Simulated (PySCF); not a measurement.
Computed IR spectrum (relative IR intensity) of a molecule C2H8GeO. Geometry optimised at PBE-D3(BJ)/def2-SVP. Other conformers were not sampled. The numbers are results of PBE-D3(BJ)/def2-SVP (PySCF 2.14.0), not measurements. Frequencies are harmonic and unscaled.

Lines under 2 % of the strongest are left out, and lines within 2 cm⁻¹ are merged.

ν (cm⁻¹): 143 (m), 196 (w), 208 (m), 564 (vw), 575 (m), 593 (w), 655 (m), 676 (m), 718 (m), 806 (m), 812 (m), 816 (m), 900 (s), 1198 (w), 1204 (w), 1385 (vw), 1392 (w), 2086 (vs), 2979 (w), 3081 (w), 3094 (w), 3734 (m) (against the strongest line: vs over 80 %, s over 45 %, m over 15 %, w over 4 %, vw less)

### Question
Which structure fits?
(A) CO[CH2][GeH3]
(B) [CH3][GeH]([CH3])[OH]
(C) OC[CH2][GeH3]
(D) CC[O][GeH3]

### Answer
B, [CH3][GeH]([CH3])[OH]
